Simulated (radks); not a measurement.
Values are calculated unless marked as measured or tabulated.
Problem. The rhodium ion Rh9+ is in [Kr]. Code: a radial shooting solver on a logarithmic mesh with Libxc functionals. Model: scalar-relativistic Kohn-Sham, LDA (Slater exchange, Perdew-Wang correlation), spin-polarised, spherical densities, finite nucleus; Fermi nuclear charge, rms radius of each element as measured or else 0.836 A^(1/3) + 0.57 fm. Open shells are filled with parallel spins first. One electron is removed from 4p, 3p, 4s, 3d in turn, with full relaxation. Which removal costs least, and what does each cost?

Solution. 4p 209.06 eV; 4s 244.55 eV; 3d 489.83 eV; 3p 669.40 eV. The 4p electron leaves first.
